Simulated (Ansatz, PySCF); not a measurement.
Gas-phase reaction (SMILES): O[Si](Cl)(Cl)Cl [trichloro(hydroxy)silane] + N (NH3) -> N[Si](Cl)(Cl)Cl + O (H2O); ammonia cleaves one Si-O bond, a model of a ligand-exchange step.

Each molecule is optimised on its own at B3LYP-D3(BJ)/def2-TZVP (Ansatz, a first-principles code), one conformer each, not searched for the lowest. Valence correlation only, unless marked. Spin-orbit coupling is left out. No relativistic terms. Basis-set limits of correlation are two-point, X^-3; Hartree-Fock from the larger set. [CCSD(T)-MP2]/basis is that difference in the basis named. Thermal terms are rigid-rotor harmonic-oscillator values from B3LYP-D3(BJ) frequencies (Ansatz or PySCF) at 298.15 K and 1 atm. 1 Eh = 627.5095 kcal/mol.

```
species          E, RI-MP2/CBS(aug-cc-pV(T+d)Z,aug-cc-pV(Q+d)Z)+[CCSD(T)-MP2]/aug-cc-pV(T+d)Z (Ansatz) (Eh)  E, PBE0-D4/def2-TZVPD (Ansatz + dftd4) (Eh)  H - E (Eh)  G - E (Eh)
---------------  ------------------------------------------------------------------------------------------  -------------------------------------------  ----------  ----------
O[Si](Cl)(Cl)Cl                                                                                 -1744.39387                                  -1745.57855     0.02725    -0.01279
N (NH3)                                                                                           -56.50756                                    -56.51535     0.03799     0.01614
N[Si](Cl)(Cl)Cl                                                                                 -1724.50925                                  -1725.69964     0.03959    -0.00133
O (H2O)                                                                                           -76.37791                                    -76.38102     0.02495     0.00353
```

Task: Work out ΔE and ΔH, ΔG, ΔS and the equilibrium constant at 298.15 K at the first level, then ΔH at the second.

Result: 
1. ΔE = [(-1724.50925) + (-76.37791)] - [(-1744.39387) + (-56.50756)] = 0.01427 Eh = 9.0 kcal/mol at RI-MP2/CBS(aug-cc-pV(T+d)Z,aug-cc-pV(Q+d)Z)+[CCSD(T)-MP2]/aug-cc-pV(T+d)Z.
2. The terms H - E add up to -0.00070 Eh, so ΔH = (0.01427 + (-0.00070))×627.5095 = 8.5 kcal/mol.
3. The terms G - E add up to -0.00115 Eh, so ΔG = 8.2 kcal/mol, and ΔS = (-0.00070 - (-0.00115))×627509.5/298.15 = 0.9 cal/(mol K).
4. log10 K = -ΔG/(RT ln 10) = -6.0, with RT ln 10 = 1.3642 kcal/mol.
5. At PBE0-D4/def2-TZVPD the same steps give ΔE = 8.3 and ΔH = 7.9 kcal/mol, a shift of -0.6 from the first level.
6. These values are not checked against measurement here, since the tables used lack a sound gas-phase enthalpy of formation for at least one species.
